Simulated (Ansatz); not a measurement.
Consider the cleavage of the Si–Si bond: `C[Si](O)(O)[SiH3]` + `C[SiH](O)O` → `C[SiH](O)O[Si](C)(O)O` + SiH₄.

Calculated with Ansatz (gas phase, PBE0-D4/def2-TZVP geometries, no zero-point term in ΔE). CCSD(T)/CBS is the MP2 limit (def2-TZVPP, def2-QZVPP) plus CCSD(T) − MP2 in def2-TZVPP, frozen cores. This one scheme is used for every species. DFT in def2-TZVPP. Each species was taken in one conformer, which may not be the lowest.

```
             level  ΔE (kJ/mol)
            PBE-D4       -121.9
SCS-MP2/def2-QZVPP       -157.8
```

Task: What does CCSD(T)/CBS give? (Estimate.)

Result: Computed: -149.7 kJ/mol. The listed levels differ from it by 27.8, -8.1 kJ/mol.

Largest T1 diagnostic among the species: 0.012.

From BLYP to BHLYP (50 % exact exchange), in def2-TZVPP and without D4, ΔE moves by −25.1 kJ/mol. Leaving LDA and LC-ωPBE aside and taking each functional with its dispersion term where it has one, the values, not all of them listed here, spread over 41.9 kJ/mol, from BHLYP-D4 to PBE-D4. LDA lies −9.4 kJ/mol from PBE without D4. In def2-TZVPP, CCSD(T) changes the Hartree–Fock value by +23.9 kJ/mol (the triples alone add +3.4 kJ/mol) and MP2 by +20.2 kJ/mol.

CCSD(T)/CBS has its own doubt, a few kJ/mol and more with outer-core shells, so smaller differences from it don't rank the levels.
